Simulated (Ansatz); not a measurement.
`PBS` + H₂Te → `P[TeH]` + `BS` at 298.15 K and 1 bar (cleavage of the P–B bond).

Gas-phase electronic energies from Ansatz, PBE0-D4/def2-TZVP geometries. CCSD(T)/CBS is the MP2 limit (def2-TZVPP, def2-QZVPP) plus CCSD(T) − MP2 in def2-TZVPP, frozen cores. This one scheme is used for every species. Elements past krypton have def2 core potentials. For Te outer-core shells are correlated without core-valence functions, which leaves a few kJ/mol of doubt a bond. Each species was taken in one conformer, which may not be the lowest.

```json
{"species": "`PBS`", "CCSD(T)/CBS energy (Eh)": "-765.92930", "H − E (kJ/mol)": "121.4", "S (J/(mol·K))": "294.8"}
{"species": "H₂Te", "CCSD(T)/CBS energy (Eh)": "-268.91024", "H − E (kJ/mol)": "41.3", "S (J/(mol·K))": "228.4"}
{"species": "`P[TeH]`", "CCSD(T)/CBS energy (Eh)": "-610.46278", "H − E (kJ/mol)": "77.5", "S (J/(mol·K))": "290.3"}
{"species": "`BS`", "CCSD(T)/CBS energy (Eh)": "-424.38198", "H − E (kJ/mol)": "90.6", "S (J/(mol·K))": "245.0"}
```

H − E and S are ideal-gas, rigid-rotor, harmonic terms from PBE0-D4/def2-TZVP, for one conformer and one mirror image of each species. 1 Eh = 2625.50 kJ/mol, R = 8.31446 J/(mol·K).

Task: By hand: ΔE, ΔH, ΔS and ΔG.

Result: ΔE = (-610.46278) + (-424.38198) − (-765.92930) − (-268.91024) = -0.00522 Eh = -13.7 kJ/mol. Δ(H − E) = 77.5 + 90.6 − 121.4 − 41.3 = 5.4, so ΔH = -8.3 kJ/mol. ΔS = 290.3 + 245.0 − 294.8 − 228.4 = 12.1 J/(mol·K). ΔG = -8.3 − 298.15 × (12.1)/1000 = -11.9 kJ/mol.

Task: By hand: the equilibrium constant, and the temperature at which ΔG would vanish if ΔH and ΔS stayed fixed.

Result: log₁₀ K = −ΔG/(RT ln 10) = 2.1. ΔH and −TΔS have one sign here, so there is no such temperature.

TΔS isn't small against ΔH here. A doubt of 5 kJ/mol in ΔE shifts log₁₀ K by 0.9 here. Other conformers and mirror images would add mixing entropy, several J/(mol·K) or more a flexible species. These are equilibria of isolated gas molecules and say nothing of rates. Largest T1 diagnostic: 0.016 (customary marks: 0.02 for closed shells, 0.045 for open ones).

ΔS is within the doubt of such terms, so its sign, and with it that verdict, could turn.
